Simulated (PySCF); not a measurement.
Bi(Me)3, SMILES [CH3][Bi]([CH3])[CH3] (C3H9Bi), singlet, PBE0/def2-SVP optimised geometry.

```
13

Bi    -0.74    -0.83     0.00
C      1.53    -0.83     0.00
H      1.90    -0.54     1.00
H      1.90    -0.12    -0.75
H      1.90    -1.84    -0.24
C     -0.87    -0.97    -2.27
H     -0.18    -0.23    -2.72
H     -1.90    -0.75    -2.59
H     -0.59    -1.98    -2.59
C     -0.87     1.44     0.00
H     -0.18     1.84    -0.76
H     -0.59     1.82     0.99
H     -1.90     1.75    -0.23
```

Density from PBE0/def2-TZVP, def2 effective core potentials past Kr (PySCF) at that geometry. The core electrons that the potentials of Bi replace are not part of the density.

Minimum of the electron density along straight lines between bonded atoms, close to the bond critical point (lines longer than 1.1 times the sum of covalent radii, or with two minima, are not listed):

```json
[
 {"bond": "Bi1–C2", "length / Å": "2.276", "ρ at the minimum / e bohr⁻³": "0.097", "∇²ρ there / e bohr⁻⁵": "0.07", "position (fraction from the first atom)": "0.53"},
 {"bond": "C2–H3", "length / Å": "1.099", "ρ at the minimum / e bohr⁻³": "0.269", "∇²ρ there / e bohr⁻⁵": "-0.89", "position (fraction from the first atom)": "0.64"},
 {"bond": "C2–H4", "length / Å": "1.099", "ρ at the minimum / e bohr⁻³": "0.269", "∇²ρ there / e bohr⁻⁵": "-0.89", "position (fraction from the first atom)": "0.64"},
 {"bond": "C2–H5", "length / Å": "1.099", "ρ at the minimum / e bohr⁻³": "0.269", "∇²ρ there / e bohr⁻⁵": "-0.89", "position (fraction from the first atom)": "0.64"},
 {"bond": "Bi1–C6", "length / Å": "2.276", "ρ at the minimum / e bohr⁻³": "0.097", "∇²ρ there / e bohr⁻⁵": "0.07", "position (fraction from the first atom)": "0.53"},
 {"bond": "C6–H7", "length / Å": "1.099", "ρ at the minimum / e bohr⁻³": "0.269", "∇²ρ there / e bohr⁻⁵": "-0.89", "position (fraction from the first atom)": "0.64"},
 {"bond": "C6–H8", "length / Å": "1.099", "ρ at the minimum / e bohr⁻³": "0.269", "∇²ρ there / e bohr⁻⁵": "-0.89", "position (fraction from the first atom)": "0.64"},
 {"bond": "C6–H9", "length / Å": "1.099", "ρ at the minimum / e bohr⁻³": "0.269", "∇²ρ there / e bohr⁻⁵": "-0.89", "position (fraction from the first atom)": "0.64"},
 {"bond": "Bi1–C10", "length / Å": "2.276", "ρ at the minimum / e bohr⁻³": "0.097", "∇²ρ there / e bohr⁻⁵": "0.07", "position (fraction from the first atom)": "0.53"},
 {"bond": "C10–H11", "length / Å": "1.099", "ρ at the minimum / e bohr⁻³": "0.269", "∇²ρ there / e bohr⁻⁵": "-0.89", "position (fraction from the first atom)": "0.64"},
 {"bond": "C10–H12", "length / Å": "1.099", "ρ at the minimum / e bohr⁻³": "0.269", "∇²ρ there / e bohr⁻⁵": "-0.89", "position (fraction from the first atom)": "0.64"},
 {"bond": "C10–H13", "length / Å": "1.099", "ρ at the minimum / e bohr⁻³": "0.269", "∇²ρ there / e bohr⁻⁵": "-0.89", "position (fraction from the first atom)": "0.64"}
]
```
